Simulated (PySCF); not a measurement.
Level of theory: PBE-D3(BJ)/def2-TZVP // PBE0-D3(BJ)/def2-TZVP run with PySCF. All species are isolated molecules in the gas phase. One relaxed conformer stands for a flexible species; it need not be the lowest. Excitations are Tamm–Dancoff values on a coarser integration grid. The basis has no diffuse functions, so Rydberg states are missing or too high.

Reference species (SMILES): `O/C=C/C[SiH3]` (H–O–C–C torsion -1°, C–C–C–Si torsion -111°) (neutral, multiplicity 1).

```
Item                Value
---------------  --------
HOMO             -5.21 eV
S1–T1 gap (TDA)   1.11 eV
HOMO–LUMO gap     4.81 eV
```

Changed species: `C=C(O)C[SiH3]` (C–C–O–H torsion 0°, O–C–C–Si torsion -69°).

Task: Give the shifts of the HOMO, S1–T1 gap (TDA) and HOMO–LUMO gap.

Result: the HOMO decreases by 0.20 eV, to -5.41 eV; the S1–T1 gap (TDA) drops by 0.13 eV, to 0.98 eV; the HOMO–LUMO gap rises by 0.23 eV, to 5.04 eV.
